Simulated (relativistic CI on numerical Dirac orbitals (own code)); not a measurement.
**Fe IX: computed level list**

These numbers are calculated, not measured: Dirac-Coulomb-Breit CI, orbitals from a KLI potential per configuration, QED by a radiative potential, valence Slater integrals scaled by 0.9, P86 correlation estimate, and configurations built on the next ion tied to the tabulated ionisation energy (semi-empirical) (own radial code, finite nucleus).

Configurations in the expansion (outside the closed core [Ne]): 3s²3p⁶, 3s²3p⁵3d, 3s²3p⁵4s, 3s²3p⁵4p, 3s²3p⁵4d, 3s²3p⁵5s, 3s²3p⁵4f, 3s²3p⁴3d², 3s3p⁶3d, 3p⁶3d², 3s3p⁵3d², 3s²3p⁴3d4s, 3s²3p⁴3d4p, 3s3p⁶4s, 3s3p⁵3d4s, 3s3p⁶4p, 3s3p⁵3d4p, 3s²3p⁵5p, 3s²3p⁴4s², 3s²3p⁵5d, 3s3p⁶4d, 3p⁶3d4s, 3s²3p⁴4s4p, 3s²3p⁵5f. Levels of other configurations are missing.

```
No.    Configuration  Term  J  E (cm⁻¹)   %  Landé g  Lifetime (s)
 41  3p⁴(3P)3d²(1D)‡    ³F  4    887827  79    1.208      1.06e-09
 42  3p⁴(3P)3d²(1G)‡    ³G  3    890635  97    0.758      6.17e-10
 43  3p⁴(3P)3d²(1D)‡    ³F  4    896628  92    1.257      2.36e-10
 44  3p⁴(3P)3d²(1D)‡    ³F  3    897624  55    1.182      1.89e-10
 45  3p⁴(3P)3d²(3F)‡    ¹D  2    899026  72    0.939      3.05e-10
 46  3p⁴(3P)3d²(3P)‡    ⁵D  3    902370  44    1.505      1.10e-09
 47  3p⁴(3P)3d²(3P)‡    ⁵D  2    903894  62    1.501      1.31e-09
 48  3p⁴(3P)3d²(3P)‡    ⁵D  4    904302  93    1.482      1.57e-08
 49  3p⁴(3P)3d²(3P)‡    ⁵D  1    905584  90    1.549      3.80e-09
 50  3p⁴(3P)3d²(3P)‡    ⁵D  3    905986  39    1.407      3.50e-10
 51  3p⁴(3P)3d²(3P)‡    ⁵D  0    905989  94               4.83e-09
 52  3p⁴(3P)3d²(1D)‡    ³F  2    906043  57    0.892      2.24e-10
 53  3p⁴(1D)3d²(3F)‡    ³H  4    906289  89    0.826      2.45e-09
 54  3p⁴(1D)3d²(3F)‡    ³H  5    907748  93    1.046      3.91e-09
 55  3p⁴(1D)3d²(3F)‡    ³H  6    907812  96    1.164      1.67e-02
 56  3p⁴(3P)3d²(1D)‡    ³D  2    908354  37    1.336      3.79e-10
 57  3p⁴(3P)3d²(1D)‡    ³D  1    909495  83    0.746      4.56e-10
 58  3p⁴(3P)3d²(3P)‡    ⁵P  3    910876  33    1.365      3.39e-10
 59  3p⁴(3P)3d²(3P)‡    ⁵P  1    911919  83    2.210      1.93e-09
 60  3p⁴(3P)3d²(3P)‡    ⁵P  2    912021  47    1.489      4.24e-10
 61  3p⁴(1D)3d²(1D)‡    ¹S  0    913318  88               2.08e-09
 62  3p⁴(3P)3d²(3P)‡    ³D  2    916108  65    1.268      1.71e-10
 63  3p⁴(1D)3d²(1D)‡    ¹F  3    916258  42    1.019      2.83e-10
 64  3p⁴(3P)3d²(3P)‡    ³D  1    917567  73    0.763      9.58e-11
 65  3p⁴(3P)3d²(3F)‡    ¹G  4    918146  85    0.996      3.49e-09
 66  3p⁴(3P)3d²(3P)‡    ³D  3    919475  92    1.323      1.81e-10
 67  3p⁴(3P)3d²(1G)‡    ³H  6    920047  54    1.092      2.60e-02
 68  3p⁴(1D)3d²(3F)‡    ³G  3    921557  60    0.873      3.99e-10
 69  3p⁴(1D)3d²(3F)‡    ³G  4    922819  89    1.054      1.47e-09
 70  3p⁴(3P)3d²(3P)‡    ³P  0    925106  91               3.64e-09
```

Energies count from the lowest computed level; lifetimes are radiative, by E1, M1, E2 decay to levels of this space only. Percentages are summed over parent terms; the parents shown are those of the largest component, closed shells are left out there. ‡ marks configurations that were not tied to measured data.

The mean weight of the leading LS term, summed over parents, in these 30 levels is 72 %, and that of the leading jj configuration (from the same eigenvectors) 41 %, so LS coupling describes them better.

Configurations that consist of the next ion and one excited electron were tied to the tabulated ionisation energy; Rydberg ones are usually within 1,000 to 3,000 cm⁻¹ and the lowest ones within about 6,000 (9,000 in d shells), while levels on excited terms of the next ion carry the error of that term, and the other configurations can be misplaced by 10,000 cm⁻¹ or more. Rates follow the energies as ν³ (E1, M1) or ν⁵ (E2), so rates, branching and lifetimes can be off by large factors.
